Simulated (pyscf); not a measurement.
**H₃C–Cd–SeH, singlet**

Gas-phase minimum from PySCF at ωB97X-D3(BJ)/def2-SVP, one conformer. 

```
Cd
C 1 2.1065
H 2 1.1008 1 110.76
H 2 1.1009 3 108.38 1 121.62
H 2 1.1011 3 108.25 4 117.09
Se 1 2.4500 5 157.83 2 179.78
H 6 1.4682 1 91.97 5 12.15
```
Charge 0, spin multiplicity 1.

Properties at ωB97X-D3(BJ)/def2-SVP:

```json
{
 "harmonic_wavenumbers_unscaled": "15, 99, 100, 252, 532, 554, 697, 697, 1207, 1445, 1446, 2484, 3071, 3177, 3180 cm⁻¹",
 "zero_point_energy": "27.1 kcal/mol",
 "rotational_symmetry_number": "1",
 "Entropy of this conformer at 298 K and 1 atm, rigid rotor and harmonic oscillator, modes under 100 cm⁻¹ raised to 100": "339.2 J/(mol K)",
 "dipole_moment": "1.99 D"
}
```

Single-point totals, which compare only within one level:

| level | total energy (hartree) |
|---|---|
| ωB97X-D3(BJ)/def2-TZVP | -2609.88903 |
| PBE/def2-TZVP | -2609.45769 |
| r²SCAN/def2-TZVP | -2609.89540 |
| B3LYP-D3(BJ)/def2-TZVP | -2609.98252 |
| PBE0-D3(BJ)/def2-TZVP | -2609.53759 |
| M06-2X/def2-TZVP | -2609.79681 |
| ωB97M-D3(BJ)/def2-TZVP | -2609.90740 |

The lowest mode is so soft that the shape along it may change with the basis. Soft torsions are taken as harmonic, which can shift the entropy by several J/(mol K). Elements up to Kr have no core potential and no relativistic terms here. Elements past Kr carry the def2 core potentials, without spin-orbit coupling.
